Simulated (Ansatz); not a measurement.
C₄H₁₂CdN₂, SMILES `C[N](C)[Cd][N](C)C`, relaxed with RKS PBE0-D4/def2-TZVP in Ansatz from a PBE-D4/def2-SVP geometry. The force threshold is 0.005 eV/Å; the program also tests the step.

Total charge 0; spin multiplicity 1. Cd: def2 effective core potential.

Start:

```xyz
19

C    -0.499    2.845   -0.872
N    -0.292    1.977    0.266
C    -0.893    2.493    1.478
Cd    0.018    0.002    0.025
N     0.490   -1.956    0.007
C    -0.460   -2.950   -0.443
C     1.864   -2.386   -0.146
H    -1.578    3.013   -1.131
H    -0.065    3.859   -0.681
H     0.000    2.448   -1.781
H    -0.470    3.497    1.734
H    -2.005    2.631    1.414
H    -0.693    1.829    2.345
H    -1.505   -2.613   -0.285
H    -0.358   -3.224   -1.527
H    -0.336   -3.904    0.130
H     2.573   -1.623    0.237
H     2.157   -2.614   -1.205
H     2.051   -3.324    0.436
```

(1) By how much does the energy fall, and how many steps does the optimiser take? (Best estimate.)

(2) Which bonds change most? (An estimate is asked.)

(3) Give the relaxed structure. (Best estimate.)

## Answers

(1) Computed: 0.08 eV, in 6 steps.

(2) Computed: C6–H15 from 1.123 to 1.105 Å; C1–H8 from 1.123 to 1.105 Å; C3–H12 from 1.123 to 1.105 Å; C7–H18 from 1.123 to 1.105 Å.

(3) Ansatz gave: 
```xyz
19

C    -0.507    2.805   -0.866
N    -0.264    1.966    0.277
C    -0.877    2.494    1.466
Cd    0.049    0.005    0.067
N     0.491   -1.941    0.035
C    -0.454   -2.909   -0.453
C     1.848   -2.388   -0.134
H    -1.578    2.918   -1.112
H    -0.117    3.820   -0.688
H    -0.004    2.420   -1.757
H    -0.493    3.504    1.682
H    -1.976    2.584    1.395
H    -0.654    1.874    2.338
H    -1.483   -2.581   -0.283
H    -0.348   -3.127   -1.530
H    -0.330   -3.869    0.075
H     2.559   -1.667    0.277
H     2.127   -2.567   -1.187
H     2.009   -3.340    0.399
```
